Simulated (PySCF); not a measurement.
# Correlation energy of Cd²⁺ (cadmium, charge +2)

Starting occupation: [Kr] 4d10. Calculation: PySCF 2.14, in x2c-TZVPall-2c (8s9p7d1f, 77 functions); X2C-1e with screened-nucleus spin-orbit coupling, Gaussian nucleus. Frozen: [Ar] 3d10; 18 electrons correlated; the 6 highest virtual spinors left out.

MP2 pair energies summed by pair of shells (mhartree):

```json
{"pair": "4d3/2-4d5/2", "energy": "-132.92", "share (%)": "27.7"}
{"pair": "4d5/2-4d5/2", "energy": "-96.84", "share (%)": "20.2"}
{"pair": "4d5/2-4p3/2", "energy": "-47.10", "share (%)": "9.8"}
{"pair": "4d3/2-4d3/2", "energy": "-42.85", "share (%)": "8.9"}
{"pair": "4d3/2-4p3/2", "energy": "-32.07", "share (%)": "6.7"}
{"pair": "4d5/2-4p1/2", "energy": "-23.54", "share (%)": "4.9"}
{"pair": "4p3/2-4p3/2", "energy": "-17.94", "share (%)": "3.7"}
{"pair": "4d5/2-4s1/2", "energy": "-17.21", "share (%)": "3.6"}
{"pair": "4p1/2-4p3/2", "energy": "-17.18", "share (%)": "3.6"}
{"pair": "4d3/2-4p1/2", "energy": "-15.50", "share (%)": "3.2"}
{"pair": "4p3/2-4s1/2", "energy": "-11.56", "share (%)": "2.4"}
{"pair": "4d3/2-4s1/2", "energy": "-11.54", "share (%)": "2.4"}
{"pair": "4p1/2-4s1/2", "energy": "-5.83", "share (%)": "1.2"}
{"pair": "4p1/2-4p1/2", "energy": "-4.63", "share (%)": "1.0"}
{"pair": "4s1/2-4s1/2", "energy": "-3.26", "share (%)": "0.7"}
```

Total MP2 correlation energy: -479.96 mhartree.

This basis was not built for core-valence correlation, so the inner-shell part is incomplete.
